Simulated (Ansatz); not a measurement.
2-fluoropent-1-en-3-yne (C5H5F), SMILES C(C(=C)F)#CC.

The structure is a stationary point at B3LYP-D3(BJ)/def2-SVP.

Two levels are set side by side: PBE/def2-SVPD (Ansatz, a program for electronic structure) and PBE0/def2-SVPD (Ansatz). Energy differences of separate SCF runs at the same geometry; the states with an electron removed or added have multiplicity 2 and 2. Differences are taken from unrounded values.

| quantity | PBE0 | PBE | PBE minus PBE0 |
|---|---|---|---|
| vertical ionisation energy (eV) | 8.98 | 8.84 | -0.14 |
| vertical singlet–triplet gap (eV) | 3.40 | 3.41 | 0.01 |

On these quantities the two levels nearly agree.
